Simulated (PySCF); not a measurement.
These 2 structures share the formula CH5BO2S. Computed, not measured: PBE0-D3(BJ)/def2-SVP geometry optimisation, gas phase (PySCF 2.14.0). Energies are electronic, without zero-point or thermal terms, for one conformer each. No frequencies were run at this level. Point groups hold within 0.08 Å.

**Question.** Order them by energy at this level, lowest first, and give relative energies in kJ/mol.
A. `[OH:1][B:2]([OH:3])[CH2:4][SH:5]` with H–O1–B2–O3 -2°, O1–B2–O3–H 3°, O1–B2–C4–S5 -75°, B2–C4–S5–H 59°
B. `[CH3:1][S:2][B:3]([OH:4])[OH:5]` with C1–S2–B3–O4 -2°, S2–B3–O4–H -1°, S2–B3–O5–H 0°

**Answer.** B (0.0), A (58.2).

As drawn, the higher has an S–H bond, which the lower lacks.

```json
{"SMILES": "CSB(O)O", "E (Eh)": "-614.07717", "E rel (kJ/mol)": "0.0", "dipole (D)": "2.44", "point group": "–", "A, B, C (MHz)": "6780, 2947, 2082"}
{"SMILES": "OB(O)CS", "E (Eh)": "-614.05501", "E rel (kJ/mol)": "58.2", "dipole (D)": "3.60", "point group": "C1", "A, B, C (MHz)": "6989, 2329, 2018"}
```

**Question.** How do the relative energies change in single points at PBE0/pcSseg-1 (no added dispersion term) on the same geometries?

**Answer.** 
| SMILES | PBE0-D3(BJ)/def2-SVP (kJ/mol) | PBE0/pcSseg-1 (kJ/mol) | shift |
| --- | --- | --- | --- |
| CSB(O)O | 0.0 | 0.0 | 0.0 |
| OB(O)CS | 58.2 | 57.1 | -1.1 |

Each column counts from its own lowest isomer. The order is unchanged; the largest shift is 1.1 kJ/mol.
